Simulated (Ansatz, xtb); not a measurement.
# C6H9BS: which of two isomers lies lower

Structure X: `B[C@@H]1C=CC=C(S)C1`, a singlet. Structure Y: `BC1=CC=C(S)CC1`, a singlet. Both are isolated molecules in the gas phase, relaxed with PBE-D3(BJ)/def2-SVP; the shapes shown needn't be the lowest conformers.

X (Å):

```xyz
17

C     1.5314   -0.7113    0.5045
C     1.6451    0.0504   -0.7808
C     0.5708    0.7299   -1.2648
C    -0.7112    0.7357   -0.5713
C    -0.8018    0.2888    0.7156
C     0.4471   -0.1592    1.4414
B     2.7013   -1.5254    1.0801
S    -2.3106    0.4648    1.6192
H     3.6511   -1.7964    0.3672
H     2.6014   -2.0310    2.1840
H     1.2197   -1.7988    0.2061
H     2.5887    0.0016   -1.3456
H     0.6437    1.2651   -2.2248
H    -1.5992    1.1291   -1.0897
H    -2.0382   -0.4769    2.5663
H     0.8574    0.7309    1.9751
H     0.2140   -0.8981    2.2347
```

Y (Å):

```xyz
17

C    -0.5489   -0.2365    0.0025
C     0.3790    0.0637   -0.9801
C     1.8034   -0.0405   -0.7817
C     2.3105   -0.1531    0.4910
C     1.3694   -0.1483    1.6740
C     0.0159   -0.7699    1.3095
B    -2.0412   -0.0867   -0.2895
S     4.0469   -0.1144    0.7444
H    -2.8829   -0.3586    0.5521
H    -2.4006    0.3160   -1.3840
H     0.0188    0.3867   -1.9710
H     2.4804    0.0415   -1.6465
H     4.0145   -0.3672    2.0825
H     1.2425    0.9147    1.9919
H     1.8211   -0.6765    2.5390
H    -0.7034   -0.6276    2.1400
H     0.1491   -1.8730    1.2030
```

Energies in hartree; the thermal terms are from GFN2-xTB frequencies at re-optimised GFN2-xTB minima (ideal gas, soft modes damped towards free rotors, one conformer each, 298.15 K, 1 atm) and include the zero-point energy:

```
                              X           Y
E, CCSD(T)/def2-SVP  −655.424683  −655.442478
    E, MP2/def2-SVP  −655.304076  −655.323292
  E, MP2/def2-TZVPP  −655.949674  −655.968803
  zero-point energy     0.127397     0.128884
       H(298 K) − E     0.137339     0.138624
       G(298 K) − E     0.093734     0.095583
```

Question: Correct the CCSD(T) difference for the basis set by the MP2 change, then work out ΔE, ΔE₀, ΔH and ΔG for X → Y in kJ/mol (1 Eh = 2625.50 kJ/mol) and the equilibrium ratio [Y]/[X].

Answer: 1. Differences Y − X: CCSD(T) −0.017795, MP2 in the small set −0.019216, MP2 in the large set −0.019129 Eh.
2. ΔE = −0.017795 + (−0.019129 − (−0.019216)) = −0.017708 Eh = −46.49 kJ/mol.
3. ΔE₀ = ΔE + ΔZPE = −0.017708 + (+0.001487) Eh = −42.59 kJ/mol.
4. ΔH = ΔE + (+0.001285) Eh = −43.12 kJ/mol.
5. ΔG = ΔE + (+0.001849) Eh = −41.64 kJ/mol, so ΔS = (ΔH − ΔG)/T = −5.0 J/(mol K).
6. kT = 0.9442 mEh, so K = [Y]/[X] = exp(−ΔG/kT) = exp(+16.80) ≈ 2.0 × 10^7.

Structure Y is favoured at this temperature. An error of 4 kJ/mol in ΔG would change K by a factor of 5. Mirror images and further conformers aren't counted.

As drawn, both hold the same kinds of bond in the same numbers.

Other levels gave ΔE = −33.6 (GFN2-xTB); −46.3 (HF/STO-3G, GFN2-xTB geometries); −55.5 (r2SCAN-D4/def2-SVP, GFN2-xTB geometries); −51.4 (PBE-D3(BJ)/def2-SVP); −52.7 (HF/def2-SVP); −50.4 (MP2/def2-SVP); −46.7 (CCSD(T)/def2-SVP) kJ/mol. The correlated steps freeze 12 core orbitals. Programs: Ansatz 0.2.0, xtb 6.7.1.
